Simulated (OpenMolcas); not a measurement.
## Levels of Se²⁺ by method

| Property | Result |
| --- | --- |
| Program | OpenMolcas |
| Basis | ANO-R3 [7s6p5d4f2g] |
| Scalar Hamiltonian | X2C, finite nucleus |
| Active space | 4 electrons in 4 orbitals (4s 4p) |
| State averaging | 2S+1 = 3 even, 6 roots; 2S+1 = 1 even, 11 roots; 2S+1 = 5 odd, 1 root; 2S+1 = 3 odd, 9 roots; 2S+1 = 1 odd, 8 roots |
| Spin-orbit coupling | state interaction with AMFI integrals over the reference wave functions, term energies averaged over their components |

Methods on the same reference wave functions:
A. CASSCF
B. SS-CASPT2, IPEA 0.25 Eh, imaginary shift 0.1 Eh (closed shells correlated: 3d)
C. MS-CASPT2, IPEA 0.25 Eh, imaginary shift 0.1 Eh (closed shells correlated: 3d)

Energies in cm-1 above 4s2 4p2 3P0, the measured ground level; measured values from Moore, Atomic Energy Levels, vol. II, NSRDS-NBS 35 (1971 reprint of NBS Circular 467, 1952).

```json
{"Level": "4s2 4p2 3P0", "A": "0.0", "B": "0.0", "C": "0.0", "Measured": "0.0"}
{"Level": "4s2 4p2 3P1", "A": "1545", "B": "1544", "C": "1550", "Measured": "1741"}
{"Level": "4s2 4p2 3P2", "A": "3607", "B": "3520", "C": "3540", "Measured": "3937"}
{"Level": "4s2 4p2 1D2", "A": "15546", "B": "12290", "C": "12320", "Measured": "13032"}
{"Level": "4s2 4p2 1S0", "A": "27362", "B": "27410", "C": "27510", "Measured": ""}
{"Level": "4s 4p3 5S* 2", "A": "55640", "B": "66210", "C": "66300", "Measured": ""}
{"Level": "4s 4p3 3D* 2", "A": "98779", "B": "90190", "C": "90280", "Measured": "92723"}
{"Level": "4s 4p3 3D* 1", "A": "98842", "B": "90210", "C": "90310", "Measured": ""}
{"Level": "4s 4p3 3D* 3", "A": "99090", "B": "90430", "C": "90530", "Measured": ""}
{"Level": "4s 4p3 3P* 0", "A": "111718", "B": "106760", "C": "106860", "Measured": "106482"}
{"Level": "4s 4p3 3P* 1", "A": "111848", "B": "106840", "C": "106940", "Measured": ""}
{"Level": "4s 4p3 3P* 2", "A": "112051", "B": "107010", "C": "107100", "Measured": ""}
{"Level": "4s 4p3 1D* 2", "A": "146290", "B": "126790", "C": "126890", "Measured": "112565"}
{"Level": "4s 4p3 3S* 1", "A": "150944", "B": "137900", "C": "138000", "Measured": ""}
{"Level": "4s 4p3 1P* 1", "A": "159083", "B": "142860", "C": "142960", "Measured": ""}
```

Deviations, from unrounded energies. A percentage is the sum of absolute deviations over the sum of measured energies, with the sign that they share, or ± where signs differ.

```
                        Against measurement  Levels      A      B      C
             mean absolute deviation (cm-1)       6   8000   3100   3100
      fine structure of the ground term (%)       2   -9.3  -10.8  -10.4
other terms of the ground configuration (%)       1  +19.3   -5.7   -5.5
                   other configurations (%)       3  +14.4   ±5.5   ±5.5
```

B, C lie about equally close to measurement and A furthest from it. The largest miss of B in the table is 4s 4p3 1D* 2, by +14000 cm-1. The ranking rests on the paired levels alone, and a cruder setting can come out closer through cancelling errors.

Between B and C the level of the table that moves most is 4s 4p3 1D* 2, by 97 cm-1 (lowest in B, highest in C). Moves below CASPT2's spread within the term are not significant.

The two smallest mean deviations differ by little beside CASPT2's spread within terms, so their order carries little weight.

From A to B the spin-free energies of the other terms of 4s2 4p2 shown, above 3P, scale by factors of 0.74 to 1.00.

The lowest spin-free term lies below A's lowest term by 0.551 hartree in B, 0.551 hartree in C.

Term energies are means over components that CASPT2 splits; among the terms shown or strongly mixed into the levels shown the widest spread is 760 cm-1 (4s 4p3 3D*, C). Over all roots computed the reference weight is 0.85 to 0.96 in B, 0.85 to 0.96 in C; the roots of lowest weight are the least certain, and an intruder state may touch them. Terms of s pⁿ other than that of highest spin mix with s² pⁿ⁻² d, which this space lacks; all of them can be thousands of cm-1 off, and some have no real level of that name. Computed and measured levels are paired by configuration, term and J; levels that our copy of the source lacks, or whose pairing is in doubt (as where it misses far off the trend of its configuration), stay unpaired and out of the deviations. Levels of configurations outside the active space are missing. The table leaves out levels that lie high or whose names do not pair safely across all columns.

* marks odd parity.
